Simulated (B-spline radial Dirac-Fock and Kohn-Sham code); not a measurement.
# Scattering functions of Cr⁴⁺

System: Cr⁴⁺ in the configuration [Ar] 3d2, inside a Watson sphere of charge -4 and radius 2.2 Å (a model of the Madelung potential; inside it an electron's potential energy is raised by 26.2 eV).

Input of the calculation (task.json; shells as n, l, electrons):

```json
{"items": [{
  "Z": 24,
  "q": 4,
  "cfg": [[1, 0, 2], [2, 0, 2], [2, 1, 6], [3, 0, 2], [3, 1, 6], [3, 2, 2]],
  "A": 52,
  "rrms": 3.6452,
  "watson": [-4, 2.2],
  "do": ["scatter"],
  "s": [0.0, 0.05, 0.1, 0.15, 0.2, 0.25, 0.3, 0.35, 0.4, 0.45, 0.5, 0.6, 0.7, 0.8, 0.9, 1.0, 1.1, 1.2, 1.4, 1.6, 1.8, 2.0, 2.5, 3.0, 3.5, 4.0, 5.0, 6.0],
  "pz": [0, 0.1, 0.2, 0.3, 0.4, 0.5, 0.6, 0.8, 1.0, 1.2, 1.4, 1.6, 1.8, 2.0, 2.5, 3.0, 4.0, 5.0, 7.0, 10.0, 15.0, 20.0, 30.0, 40.0, 60.0, 100.0],
  "hv_scatter": [1000, 8047.8, 10000, 20000, 30000, 50000, 200000, 500000]
}]}
```

Command: `python xray_run.py task.json out`

The computed values come from a radial atomic solver: Dirac-Fock densities. f₀ is the Fourier transform of the spherical electron density, S the Waller-Hartree incoherent function, and s = sin θ/λ. The electron scattering factor follows from the Mott-Bethe formula f_e = 0.023934 Å⁻¹·(Z − f₀)/s².

```
s (Å⁻¹)      f₀       S  f_e (Å)
      0  20.000   0.000        –
   0.05  19.801   0.215   40.195
    0.1  19.228   0.824   11.422
   0.15  18.338   1.727    6.022
    0.2  17.220   2.803    4.057
   0.25  15.968   3.941    3.076
    0.3  14.673   5.058    2.480
   0.35  13.410   6.111    2.069
    0.4  12.235   7.078    1.760
   0.45  11.181   7.957    1.515
    0.5  10.262   8.750    1.315
    0.6   8.823  10.099    1.009
    0.7   7.827  11.176    0.790
    0.8   7.132  12.040    0.631
    0.9   6.612  12.754    0.514
      1   6.179  13.369    0.427
    1.1   5.780  13.919    0.360
    1.2   5.391  14.421    0.309
    1.4   4.624  15.308    0.237
    1.6   3.901  16.049    0.188
    1.8   3.268  16.651    0.153
      2   2.745  17.131    0.127
    2.5   1.895  17.943    0.085
      3   1.480  18.434    0.060
    3.5   1.266  18.779    0.044
      4   1.129  19.046    0.034
      5   0.913  19.433    0.022
      6   0.724  19.673    0.015
```

f₀ starts at the number of electrons, 20, and has fallen to half at s ≈ 0.52 Å⁻¹. The sum of ⟨r²⟩ over the electrons is 10.87 bohr². For an ion f_e diverges as s goes to zero, because of the net charge.
